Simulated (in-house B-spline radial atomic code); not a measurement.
# RPA and G0W0 on PBE0: Cu VII (Cu6+)

Configuration [Ar] 3d5, highest spin, mean-field start PBE0. Computed with a B-spline radial code for spherical atoms: all electrons, scalar-relativistic (spin-free one-electron X2C), finite nucleus, each spin shell either full or empty, empty states to l = 9 with an (l + 1/2)⁻⁴ tail; G0W0 by contour deformation at full frequency.

Command:
```bash
python run_gw.py task.json out
```
Settings (radii: box in bohr, nucleus in fm):
```
Z                        29
electrons                23
configuration            [Ar] 3d5
hamiltonian              x2c
method                   pbe0
lmax                     9
rms_radius               3.8823
spin_polarised           True
box_radius               9.29
intervals                67
```

Run time, properties included: 1.8 s on 1 thread of Intel(R) Xeon(R) 6975P-C (shared host).

Energies (hartree):

```tsv
term	value
mean-field total	-1643.26811
Hartree-Fock functional on these orbitals	-1642.41413
direct second order	-1.7415
second-order exchange	0.5702
SOSEX correction	0.53369
```

(1) What is the RPA correlation energy, and what remains with SOSEX?

Quasi-particle levels (eV):

```tsv
level	occupied	mean field	Σx - vxc	Σc	QP weight	G0W0
3d up	yes	-129.14	-11.66	?	?	?
3p down	yes	-191.87	-10.19	0.30	0.962	-201.77
3d down	no	-113.05	13.86	-5.33	0.969	-104.52
```

G0W0 = mean field + (Σx - vxc) + Σc, with Σc (partial-wave tail included) taken at the quasi-particle energy. Only the outer levels were computed. Levels of low weight are left out.

(2) Where does G0W0 put 3d up?

## Answers

(1) RPA gives -1.5685 hartree (-1.86 eV per electron); RPA + SOSEX gives -1.0349, and the second-order doubles -1.1713 hartree (no singles). SOSEX takes back 34 % of the RPA value.

(2) At -139.38 eV, with Σc = 1.43 eV and a quasi-particle weight of 0.966. The tabulated removal energy is 139 ± 1.2 eV (NIST, semi-empirical); the calculation leaves out spin-orbit coupling, Breit and QED terms, and what these don't explain is the method's own error.
